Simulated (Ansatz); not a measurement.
Cartesian coordinates in Å:
```
N 0.146 1.711 -0.977
C -0.067 0.553 -0.282
C 0.723 -0.532 -0.073
O 1.943 -0.749 -0.660
Si -0.559 -1.129 1.088
N -1.293 0.355 0.418
H 0.957 1.691 -1.577
H -0.677 2.091 -1.419
H 1.996 -1.666 -0.940
H -0.352 -1.052 2.562
H -1.304 -2.387 0.806
H -1.515 1.115 1.054
```

Total charge 0; spin multiplicity 1.

Q: List the B3LYP/def2-TZVPP orbital energies in eV (the Gaussian-basis code of Ansatz). (Best estimate.)

A: Ansatz gave: Occupied: -1799.08, -520.92, -389.95, -389.15, -278.57, -277.17, -143.54, -98.90, -98.85, -98.84, -28.36, -25.89, -23.76, -19.38, -15.87, -15.41, -14.38, -13.36, -12.27, -11.69, -11.34, -9.83, -9.58, -9.26, -7.88, -7.45, -5.18. Lowest empty: -0.17, 0.52, 0.95, 1.21, 1.47, 1.91, 2.19, 2.68.

B3LYP here is the variant with VWN-RPA as its local correlation; programs differ in this.
